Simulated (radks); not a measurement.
Charge is removed step by step from the 3d3/2 level of neutral vanadium, starting from [Ar] 3d(3/2: 3, 5/2: 0) 4s2. Method: Dirac Kohn-Sham, PBEsol, spin-unpolarised, spherical densities, point nucleus; computed with a radial shooting solver on a logarithmic mesh with Libxc functionals.

| removed (e) | E - E(0) (eV) | eigenvalue (eV) | E minus straight line (eV) |
|---|---|---|---|
| 0 | 0.000 | -5.201 | 0.000 |
| 0.25 | 1.633 | -7.905 | -1.122 |
| 0.5 | 3.974 | -10.864 | -1.536 |
| 0.75 | 7.084 | -14.056 | -1.181 |
| 1 | 11.019 | -17.461 | 0.000 |

Removing the whole electron costs 11.019 eV by Delta-SCF, against 5.201 eV from minus the eigenvalue at the starting occupation. Slater's transition state (half an electron removed) gives 10.864 eV. Integrating minus the eigenvalue over the occupation (Janak's theorem) gives 11.019 eV. The mean slope of the eigenvalue, de/dn, is 12.3 eV per electron.
